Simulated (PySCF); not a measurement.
Cu₂ (singlet state).
SMILES: `[Cu][Cu]`

Computed with BHandHLYP/cc-pVDZ geometry optimisation, gas phase (PySCF).

Masses are those of the commonest isotopes; rigid-rotor values at the optimised geometry. 

(1) What are the moment of inertia and the rotational constant?

(2) List the first levels of a rigid rotor in a Σ state.

(3) Has it a pure rotational spectrum?

Results:

(1) I = 168.683 u·Å², B = 505379 MHz·u·Å²/I = 2996 MHz (0.0999 cm⁻¹, or 0.144 K as hB/k). For two atoms I = μr² with μ = 31.4648 u and r = 2.3154 Å.

(2) E(J) = BJ(J+1): J = 1: 0.200, J = 2: 0.600, J = 3: 1.199, J = 4: 1.999, J = 5: 2.998, J = 6: 4.197 cm⁻¹.

(3) Not by electric dipole: D∞h allows no dipole (computed 0.00 D). Rotational Raman lines (ΔJ = 2) lie at B(4J + 6), spaced by 4B = 0.400 cm⁻¹, with nuclear-spin weights that differ between even and odd J.

No BHandHLYP/cc-pVDZ frequencies stand behind this structure, so it isn't proved a minimum. Geometry: BHandHLYP/cc-pVDZ; no solvent, vibrations or thermal averaging. No vibrational averaging or centrifugal distortion is included, and the geometry carries the error of its method.
